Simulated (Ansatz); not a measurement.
Geometry optimisation, RKS PBE-D4/def2-SVP (Ansatz 0.2.0).

input.yaml

```yaml
crystal:
  periodic: [false, false, false]
  atoms:
    - { symbol: Ge, position_ang: [0.271659, 0.396845, -0.450633] }
    - { symbol: H, position_ang: [-0.496247, -0.087268, 2.158319] }
    - { symbol: H, position_ang: [1.131554, 0.176744, -1.712535] }
    - { symbol: O, position_ang: [-1.207585, 1.381308, -0.667552] }
    - { symbol: H, position_ang: [-1.809206, 0.918336, -1.282195] }
    - { symbol: O, position_ang: [-0.152544, -1.258993, 0.075059] }
    - { symbol: H, position_ang: [-0.858131, -1.25391, 0.749554] }
    - { symbol: Cl, position_ang: [1.461643, 1.607228, 0.953198] }
    - { symbol: H, position_ang: [-0.294843, 0.520709, 2.489985] }
basis:
  gaussian: { orbitals: def2-SVP }
hamiltonian:
  xc: pbe
  dispersion: d4
relax:
  f_tol: 0.03
  max_steps: 50
```

Launched with:

```bash
$ ansatz run input.yaml --threads 2 --pin off --max-ram 3072MiB --backend cpu --events-out ev --progress --plain --runs-dir out
```

Q: Where does it end, and by what steps?

A: It converged. The force dipped under the threshold on the way, but the program's further checks kept it going. After 12 steps the energy has fallen by 0.301 eV; H2 moved furthest, 0.98 Å.

```
step  energy less start (eV)  largest force component (eV/Å)  accepted
   0                  0.0000                           1.548       yes
   1                 -0.1413                           0.228       yes
   2                 -0.1920                           0.395       yes
   3                 -0.2305                           0.191       yes
   4                 -0.2531                           0.553       yes
   5                 -0.2723                           0.737       yes
   6                 -0.2949                           0.289       yes
   7                 -0.2985                           0.056       yes
   8                 -0.2947                           0.415        no
   9                 -0.3002                           0.019       yes
  10                 -0.3008                           0.045       yes
  11                 -0.3010                           0.021       yes
  12                 -0.3012                           0.011       yes
```

```xyz
9
Properties=species:S:1:pos:R:3
Ge 0.286 0.451 -0.693
H -0.824 -0.283 3.057
H 1.152 0.106 -1.922
O -1.128 1.489 -1.040
H -1.818 0.970 -1.498
O -0.209 -1.103 0.027
H -0.572 -0.963 0.925
Cl 1.413 1.627 0.741
H -0.255 0.107 2.716
```

Whether the end is a true minimum wasn't checked by a vibrational analysis.

Time of the run: 34 s on 2 threads of Intel(R) Xeon(R) Platinum 8259CL CPU @ 2.50GHz (Skylake/Cascade Lake), on a shared host, peak memory 0.17 GiB.
